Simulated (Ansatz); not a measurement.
Consider the hydrogenolysis of the Al–N bond: `O=C=[N][Al]([F])[F]` + H₂ → `[F][AlH][F]` + `N=C=O`.

Calculated with Ansatz (gas phase, PBE0-D4/def2-TZVP geometries, no zero-point term in ΔE). CCSD(T)/CBS is frozen-core, at the limit of the def2 triple- and quadruple-zeta sets. Each species was taken in one conformer, which may not be the lowest.

```json
{"level": "CCSD/def2-TZVPP", "ΔE (kJ/mol)": "113.8"}
{"level": "MP2/cc-pV(D+d)Z", "ΔE (kJ/mol)": "113.3"}
```

Question: What does CCSD(T)/CBS give? (Estimate.)

Answer: The calculation gave: +115.8 kJ/mol. The listed levels differ from it by -2.0, -2.5 kJ/mol.

Largest T1 diagnostic among the species: 0.018.

From BLYP to BHLYP (50 % exact exchange), in def2-TZVPP and without D4, ΔE moves by +11.0 kJ/mol. The D4 term adds +6.8 kJ/mol with B3LYP and +3.8 kJ/mol with PBE0; it sums over pairs of atoms, weighted by their polarisabilities, and B3LYP, whose exchange is more repulsive, gets the larger term. Leaving LDA and LC-ωPBE aside and taking each functional with its dispersion term where it has one, the values, not all of them listed here, spread over 15.6 kJ/mol, from PBE-D4 to BHLYP-D4.

B3LYP here is the variant with VWN-RPA as its local correlation; programs differ in this.
